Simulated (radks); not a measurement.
Values are calculated unless marked as measured or tabulated.
All-electron atom: Cu4+ in [Ar] 3d7.

Code: a radial shooting solver on a logarithmic mesh with Libxc functionals. Model: scalar-relativistic Kohn-Sham, r2SCAN, spin-unpolarised, spherical densities, finite nucleus; meta-GGA in the generalised Kohn-Sham scheme; Fermi nuclear charge, rms radius 3.8823 fm.

Energy parts (eV):
| part | energy |
|---|---|
| total | -44909.147 |
| kinetic | 45584.026 |
| electron-nucleus | -106389.944 |
| Hartree | 17682.798 |
| exchange-correlation | -1786.027 |

Orbitals (lengths in bohr, moments of r in powers of bohr; r(max) is where P^2 peaks):
orbital  occ.  eigenvalue (eV)   r(max)     <r^2>
1s          2        -8950.027  0.03412  0.003659
2s          2        -1145.594   0.1964   0.06507
2p          6        -996.8104   0.1583   0.05224
3s          2        -187.9302   0.6091    0.5613
3p          6        -143.1807   0.6137    0.6169
3d          7         -71.1553   0.5799    0.8016
4s          0         -46.6485    1.723     4.118
4p          0         -36.7807    1.939     5.308

The highest occupied level is 3d at -71.155 eV. For comparison, the ionisation energy in NIST's Atomic Spectra Database is 80 eV (semi-empirical). In exact Kohn-Sham theory the highest level is minus the ionisation energy, but local and semilocal functionals leave it too shallow, through self-interaction and a potential that decays too fast; potentials with the right tail come closer. The density falls to 0.001 e/bohr^3 at r = 2.42 bohr. The electron density at the nucleus is 2.239e+04 e/bohr^3 (large components only).

Beside tabulated values, note that spin-unpolarised runs miss the spin-polarisation part of the exchange energy of open shells.
